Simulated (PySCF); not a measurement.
## Structure revision by computed shifts

A compound C6H7F3Si gives the data below (simulated from a calculation) and was assigned the structure `CC1=C(C(F)(F)F)C=C[SiH2]1`.

13C{1H} NMR (computed): δ 155.4 (C), 151.7 (CH), 141.3 (CH), 141.0 (CH), 131.9 (C), -7.0 (CH3).

1H NMR (400 MHz, computed): δ 7.34 (m, 1H), 6.84 (m, 1H), 6.47 (m, 1H), 4.91 (m, 1H), 0.41 (d, 3H).

Non-relativistic Hamiltonian, one conformer, one averaged value for each set of equivalent atoms, no solvent. Coordinates at the GFN2-xTB level; PBE0/pcSseg-1 with gauge-including orbitals; PySCF.

References, each an isolated molecule treated in the same way: 1H and 13C vs TMS.

Problem. Compare with the shifts computed for the proposed structure, pairing carbons in order of shift.

Solution. Mapped SMILES: `[CH3:1][C:2]1=[C:3]([C:4]([F:5])([F:6])[F:7])[CH:8]=[CH:9][SiH2:10]1`; H(Xn) means a hydrogen on atom n.

```csv
atom,computed for proposal,given list,difference
C8,156.8,155.4,+1.4
C2,156.7,151.7,+5.0
C3,146.8,141.3,+5.5
C4,133.7,141.0,-7.3
C9,129.4,131.9,-2.5
C1,17.2,-7.0,+24.2
```

The rms difference is 10.8 ppm and the largest +24.2 ppm at C1 (allylic methyl carbon). The carbon types in order of shift don't match either: CH, C, C, C, CH, CH3 for the proposal against C, CH, CH, CH, C, CH3 in the data. The proposal doesn't fit.

Problem. Which isomer fits?

Solution. SMILES C[Si@H]1C=CC(C(F)(F)F)=C1.

1. Carbon types of the structure: 2 × C, 3 × CH, 1 × CH3, leaving 1 H on heteroatoms.
2. δC 155.4: fully substituted alkene carbon; as expected for a trigonal carbon in a double bond.
3. δC 151.7, 141.3, 141.0: alkene CH; the olefinic region.
4. δC 131.9: CF3 carbon; 3 electronegative neighbours deshield it.
5. δH 7.34, 6.84, 6.47: hydrogen on an alkene CH; olefinic region.

Other isomers checked: CC1=C[SiH2]C(C(F)(F)F)=C1 (rms 14.2 ppm).

The shifts were computed for this structure.

Splittings by 19F in the carbon and heteronuclear signals aren't shown, as no couplings were computed. Shifts are as computed. Against solution values, carbons near 30 ppm lie about +3 ppm off and those near 130 ppm about +5 ppm. Of 1211 compounds with measured shifts, 218 miss one by over three times the rms of a fit or turn the order of signals round; such compounds aren't used in these exercises. Multiplicities follow the n + 1 count of equivalent neighbours, as no J values were calculated; m marks all less simple cases, F and P coupling included.
